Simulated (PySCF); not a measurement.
C6H9N3.
Atom-mapped SMILES: `[CH3:1][CH2:2][c:3]1[n:4][cH:5][c:6]([CH3:7])[n:8][n:9]1` (hydrogens: H10, H11, H12 on C1; H13, H14 on C2; H15 on C5; H16, H17, H18 on C7)

Torsions of this conformer, `[CH3:1][CH2:2][c:3]1[n:4][cH:5][c:6]([CH3:7])[n:8][n:9]1`: C1–C2–C3–N4 57°.

The closed-shell ground state was solved at several levels (PySCF, density fitting, gas phase, non-relativistic). One conformer (not necessarily the lowest) at the PBE0-D3(BJ)/def2-SVP geometry, without solvent, vibrations or thermal averaging.

| level | basis functions | HOMO (eV) | LUMO (eV) | gap (eV) | dipole (D) |
| --- | --- | --- | --- | --- | --- |
| PBE0/pcSseg-1 | 198 | -6.71 | -1.89 | 4.82 | 2.64 |
| wB97X-D/pcSseg-1 | 198 | -8.66 | -0.12 | 8.54 | 2.69 |

Problem. Estimate the row for CAM-B3LYP/def2-SVPD, a basis of 252 functions; the other rows only guide the guess.

Solution. HOMO -8.18 eV, LUMO -0.83 eV, gap 7.35 eV, dipole 2.62 D.

Problem. Over all these levels, which gives the widest orbital gap and which the narrowest?

Solution. wB97X-D/pcSseg-1 (range-separated hybrid) has the widest, 8.54 eV, and PBE0/pcSseg-1 (global hybrid, 25 % exact exchange) the narrowest, 4.82 eV. The two share the basis. From the narrowest to the widest the HOMO moves by -1.95 eV and the LUMO by +1.77 eV.

Problem. How far do the dipole and the HOMO energy spread over the levels?

Solution. The dipole runs from 2.62 to 2.69 D (mean 2.65 D) and the HOMO from -8.66 to -6.71 eV.
